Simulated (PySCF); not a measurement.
H2. Atoms are numbered in the order given.

```xyz
2

H      0.0000     0.0000    -0.3731
H      0.0000     0.0000     0.3731
```

Geometry: PBE0-D3(BJ)/def2-TZVPD.

Method: HF/pcSseg-2 run with PySCF.

GIAO shieldings, no solvent; atoms alike by connectivity are averaged. δ = σ(ref) − σ: ¹H against TMS (σ = 31.98 ppm), references at their B3LYP-D3(BJ)/def2-TZVP geometries, non-relativistic.

Computed chemical shifts:
```
nucleus   atoms  count  δ (ppm)
-------  ------  -----  -------
¹H       H1, H2      2     5.58
```
